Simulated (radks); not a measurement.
Q: All-electron atom: Rb I in [Kr] 5s0.5 5p0.5 (fractional occupations, a model configuration). All-electron calculation, scalar-relativistic Kohn-Sham, r2SCAN, spin-polarised, spherical densities, finite nucleus; open shells are filled with parallel spins first (spin-orbit coupling, left out, can overturn this in heavy ions); meta-GGA in the generalised Kohn-Sham scheme; Fermi nuclear charge, rms radius 4.2036 fm. Program: a radial shooting solver on a logarithmic mesh with Libxc functionals. Some entries of the table are withheld. Estimate them.

orbital  occ.  eigenvalue (eV)  <1/r> (bohr^-1)
1s up       1        -15071.69            37.87
1s down     1        -15071.69            37.87
2s up       1        -2024.242            8.449
2s down     1        -2024.240            8.449
2p up       3        -1792.285            8.240
2p down     3        -1792.281            8.240
3s up       1        -305.6949            2.815
3s down     1        -305.6883            2.815
3p up       3        -230.4347            2.656
3p down     3        -230.4271            2.656
3d up       5        -106.4648            2.388
3d down     5        -106.4554            2.388
4s up       1              (1)           0.9139
4s down     1              (2)           0.9131
4p up       3              (3)           0.7690
4p down     3              (4)           0.7698
5s up     0.5          -2.7466           0.2293
5p up     0.5          -1.2024           0.1704

A: 
(1) 4s up eigenvalue (eV): -33.7954
(2) 4s down eigenvalue (eV): -33.7637
(3) 4p up eigenvalue (eV): -17.2862
(4) 4p down eigenvalue (eV): -17.2514
